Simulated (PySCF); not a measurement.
## Molecular orbitals of BiC

PBE0 at R = 1.979 Å; Bi def2-TZVPP with ECP60, C def2-TZVPP; scalar-relativistic core potentials (PySCF 2.14). State: ⁴Π (quartet), unpaired electrons π ↑↑↑, a second solution, started from another occupation. Only the outer orbitals are listed, counted within each symmetry, core potentials removing the inner ones.

```csv
spin,orbital,occ.,ε (eV),on Bi (%),main shells (%)
α,5σ,1,-19.62,61,"56 Bi s, 33 C s"
α,6σ,1,-13.65,52,"49 C s, 39 Bi s, 10 Bi p"
α,3π,1,-8.36,47,"52 C p, 46 Bi p"
α,3π,1,-7.86,62,"60 Bi p, 37 C p"
α,7σ,1,-6.75,37,"46 C p, 35 Bi p, 17 C s"
α,4π,1,-4.89,59,"55 Bi p, 42 C p"
α,4π,0,-2.81,46,"54 C p, 42 Bi p"
α,8σ,0,0.44,107,"105 Bi p, 19 C p"
α,5π,0,2.96,101,100 Bi p
β,5σ,1,-17.75,66,"62 Bi s, 27 C s"
β,6σ,1,-11.86,49,"51 C s, 32 Bi s, 16 Bi p"
β,7σ,1,-6.10,32,"50 C p, 30 Bi p, 18 C s"
β,3π,0,-4.51,72,"71 Bi p, 28 C p"
β,3π,0,-3.95,76,"76 Bi p, 23 C p"
β,4π,0,-0.98,36,"64 C p, 30 Bi p"
```

Problem. Which are the highest filled and the lowest empty level, where do they sit, and how wide is the gap?

Solution. Highest filled α 4π at -4.89 eV (in %: 55 Bi p, 42 C p); lowest empty β 3π at -4.51 eV (in %: 71 Bi p, 28 C p); the gap at PBE0 is 0.38 eV.

```json
{"bond order (Mayer)": "1.40", "⟨S²⟩": "3.758", "charge on Bi (Mulliken, basis-dependent)": "0.42", "charge on Bi (Löwdin, basis-dependent)": "0.52", "dipole moment (positive dipole means Bi(−)C(+))": "-2.80 D"}
```

Shares are Mulliken populations and can fall outside 0 to 100 %.

Spin–orbit coupling is left out, which matters for elements this heavy, above all for dissociation energies.
